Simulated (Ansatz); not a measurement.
Cost and result for the atomization energy of `N[PH][Ga]([OH])[O][AlH2]` (12 atoms, 11 bonds).

```xyz
12

N    -1.283   -1.164    1.385
P    -1.261    0.508    1.724
Ga    0.107    1.390    0.080
O     0.239    3.126   -0.314
O     1.202    0.338   -0.867
Al    1.441   -1.238   -1.396
H    -0.884   -1.732    2.115
H    -1.060   -1.525    0.469
H    -2.452    0.929    1.070
H     0.891    3.294   -1.000
H     0.253   -2.281   -1.192
H     2.808   -1.645   -2.074
```

Charge 0, multiplicity 1. Correlated methods include outer-core shells of Ga, which these sets cover unevenly. Scalar relativity is left out up to krypton. All single points use the PBE0-D4/def2-TZVP geometry. It is one conformer, not always the lowest. Program: Ansatz. All runs use 2 threads of an AMD EPYC 7R13 on a shared host and a share of an NVIDIA H100 80 GB. Times are those of one run each, without the atoms' runs, and a repeat can differ threefold. Electronic energies, without spin–orbit coupling; frozen cores. CCSD(T)/CBS adds CCSD(T) − MP2 in def2-TZVPP to the MP2 limit, and its time is that of the two runs behind it. T1 = 0.015. With those shells the extrapolation isn't a true limit. B3LYP takes the VWN-RPA correlation (the form of Gaussian; ORCA's B3LYP/G).

CCSD(T)/CBS is a level of theory with its own doubt, some kJ/mol a heavy atom from the limit and from the frozen cores, so smaller differences don't rank the functionals.

| level | functions | wall time |
| --- | --- | --- |
| CCSD(T)/def2-SVP | 140 | 7 s |
| MP2/def2-QZVPP | 580 | 10 s |
| B2PLYP/def2-TZVPP | 309 | 11 s |
| BHLYP-D4/def2-TZVPP | 309 | 11 s |
| LDA (SPW92)/def2-TZVPP | 309 | 11 s |
| B3LYP-D4/def2-TZVPP (with forces) | 309 | 12 s |
| revPBE-D4/def2-TZVPP | 309 | 13 s |
| PBE-QIDH/def2-TZVPP | 309 | 13 s |
| CCSD(T)/def2-TZVPP | 309 | 13 s |
| ωB97M-V/def2-TZVPP (with forces) | 309 | 14 s |
| PBE-D4/def2-TZVPP (with forces) | 309 | 15 s |
| ωB97X-V/def2-TZVPP | 309 | 17 s |
| CCSD(T)/CBS(def2) | – | 23 s |

Problem. What atomization energy does each give, and how far from CCSD(T)/CBS? (An estimate is asked.)

Solution. Computed: 
```tsv
level	atomization (kcal/mol)	difference from CCSD(T)/CBS	per bond
CCSD(T)/def2-SVP	839.1	-83.3	-7.6
MP2/def2-QZVPP	928.8	6.4	0.6
B2PLYP/def2-TZVPP	905.5	-16.9	-1.5
BHLYP-D4/def2-TZVPP	881.9	-40.5	-3.7
LDA (SPW92)/def2-TZVPP	1061.1	138.7	12.6
B3LYP-D4/def2-TZVPP (with forces)	915.3	-7.1	-0.6
revPBE-D4/def2-TZVPP	902.5	-19.9	-1.8
PBE-QIDH/def2-TZVPP	901.4	-21.0	-1.9
CCSD(T)/def2-TZVPP	891.6	-30.8	-2.8
ωB97M-V/def2-TZVPP (with forces)	921.2	-1.2	-0.1
PBE-D4/def2-TZVPP (with forces)	929.1	6.7	0.6
ωB97X-V/def2-TZVPP	926.3	3.9	0.4
CCSD(T)/CBS(def2)	922.4	0.0	0.0
```

Leaving LDA and LC-ωPBE aside and taking each functional with its dispersion term where it has one, the values spread over 47.2 kcal/mol, from BHLYP-D4 to PBE-D4. LDA lies +139.5 kcal/mol from PBE without D4, its usual overbinding. From r2SCAN to r2SCAN0 (25 % exact exchange), in def2-TZVPP and without D4, the atomization energy moves by −22.9 kcal/mol: exact exchange takes away binding that semilocal exchange gives to molecules. At CCSD(T), def2-SVP lies −83.3 kcal/mol from the extrapolated value and def2-TZVPP −30.7 kcal/mol: correlation converges slowly with the basis, and small sets miss more of it in the bonded molecule than in its fragments.
